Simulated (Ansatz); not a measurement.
Born–Oppenheimer molecular dynamics of CH₃BTe (6 atoms, charge 0, multiplicity 1). It starts from a relaxed structure.

The calculation used RKS r2SCAN-D4/def2-SVP (Ansatz).

| Item | Value |
| --- | --- |
| ensemble | NVT, Langevin thermostat |
| time step | 0.5 fs |
| steps asked | 100 |
| set temperature | 200 K |
| friction | 0.05 /fs |
| seed | 934900 |

First frame:

```xyz
6
Properties=species:S:1:pos:R:3
B -0.494 -0.585 -0.461
C 0.181 0.604 0.212
Te 1.055 -1.433 0.692
H -1.370 -0.924 -1.204
H 0.886 1.247 -0.331
H -0.259 1.091 1.092
```

Question: How far do the bonds stretch over the last three quarters of this one trajectory? (Pairs bonded in most of those frames.)

Answer: 
| bond | mean (Å) | spread (Å) | shortest | longest |
| --- | --- | --- | --- | --- |
| B1–C2 | 1.522 | 0.020 | 1.49 | 1.56 |
| B1–Te3 | 2.133 | 0.021 | 2.11 | 2.16 |
| B1–H4 | 1.197 | 0.023 | 1.15 | 1.24 |
| C2–Te3 | 2.286 | 0.029 | 2.23 | 2.32 |
| C2–H5 | 1.101 | 0.019 | 1.07 | 1.13 |
| C2–H6 | 1.101 | 0.016 | 1.07 | 1.13 |

Mean temperature of the second half: 171 K. The mean temperature of the second half is 14 % below the set value. A run of 0.05 ps of so small a system gives no equilibrium averages.

Time of the run: 3.4 min on 1 thread of Arm Neoverse V1, with other jobs on the host, peak memory 0.086 GiB.
